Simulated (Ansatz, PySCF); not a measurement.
BeH2, SMILES [BeH2]. Atoms are numbered in the order given.

```xyz
3

Be     0.0000     0.0000     0.0000
H      0.0000     0.0000     1.3362
H      0.0000     0.0000    -1.3362
```

Geometry optimised at PBE0-D3(BJ)/def2-TZVPD. The isomer is the one that the SMILES or the coordinates give; other isomers of the formula were not compared.

Two levels are set side by side: PBE-D3(BJ)/def2-TZVPD (Ansatz, a quantum-chemistry and plane-wave program) and PBE0-D3(BJ)/def2-TZVPD (Ansatz). Each level has its own optimised geometry; the coordinates shown are those of the second. Frequencies come from the Hessian of PySCF at each geometry. Differences are taken from unrounded values.

```tsv
quantity	PBE0-D3(BJ)	PBE-D3(BJ)	PBE-D3(BJ) minus PBE0-D3(BJ)
mean bond length (Å)	1.336	1.341	0.005
bond Be1–H2 (Å)	1.336	1.341	0.005
bond Be1–H3 (Å)	1.336	1.341	0.005
highest harmonic wavenumber (cm⁻¹)	2233	2195	-38
mean harmonic wavenumber (cm⁻¹)	1419	1397	-22
zero-point energy (kcal/mol)	8.11	7.99	-0.13
```

GGA bonds tend to be longer and softer than those of functionals with exact exchange. Differences between two approximate levels are no errors against the true value.
